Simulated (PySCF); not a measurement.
## Fractional electron number in Ag²⁺ (silver, charge +2)

The 4d beta orbital of [Kr] 4d9 is emptied in steps (occupation f), with all orbitals relaxed, ending at [Kr] 4d8. Calculation: PySCF 2.14, in def2-TZVP with the def2 core potential (28 electrons) (6s4p3d1f, 40 functions); a scalar-relativistic core potential. The exact energy is a straight line in f; departures are measured from the line between the end points of the same method.

```tsv
f	UHF (eV)	LDA (eV)	PBE (eV)
1	0.000	0.000	0.000
0.75	0.344	-1.349	-1.315
0.5	0.444	-1.810	-1.761
0.25	0.323	-1.365	-1.325
0	0.000	0.000	0.000
```

Q: For LDA, how does the orbital energy at f = 1 compare with the removal energy?

A: −ε = 28.275 eV against a total-energy difference of 35.421 eV. By Janak's theorem ε = ∂E/∂f, so the gap between them reflects the curvature. Along the path −ε is 31.789 (f = 0.75), 35.380 (f = 0.5), 39.034 (f = 0.25) eV.

```json
{"method": "UHF", "E(f=0) − E(f=1) (eV)": "32.988", "−ε at f=1 (eV)": "34.882", "−ε at f=0.5 (eV)": "32.934"}
{"method": "LDA", "E(f=0) − E(f=1) (eV)": "35.421", "−ε at f=1 (eV)": "28.275", "−ε at f=0.5 (eV)": "35.380"}
{"method": "PBE", "E(f=0) − E(f=1) (eV)": "34.963", "−ε at f=1 (eV)": "27.985", "−ε at f=0.5 (eV)": "34.936"}
```

Reference removal energy between the ground levels: 34.8 ± 0.3 eV (semi-empirical (NIST evaluation); NIST Atomic Spectra Database, ionization energies). The calculation has no spin-orbit coupling. The determinant left behind need not be the lowest term of the ion. UHF lacks correlation.
